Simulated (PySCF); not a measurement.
Precursor series Zn NH2-CH3. Isolated molecules, 0 K electronic values unless said otherwise. One relaxed conformer stands for each flexible species; it need not be the lowest.

The charge on the central atom (Mulliken) from two functionals at the same geometries (BP86-D3(BJ)/def2-SVP), both in PySCF: PBE-D3(BJ)/def2-TZVP and TPSSh-D3(BJ)/def2-TZVP. 

```csv
species,PBE-D3(BJ)/def2-TZVP (e),TPSSh-D3(BJ)/def2-TZVP (e)
0 of 2 NH2 replaced by CH3,0.35,0.43
1 of 2 NH2 replaced by CH3,0.33,0.39
2 of 2 NH2 replaced by CH3 ([Zn(CH3)2]),0.31,0.36
```

Over these rows, drawn at random from the members with no instability flagged (it was tested for open shells, ions and some series alone), PBE minus TPSSh-D3(BJ): mean -0.07 e, from -0.09 e to -0.05 e.
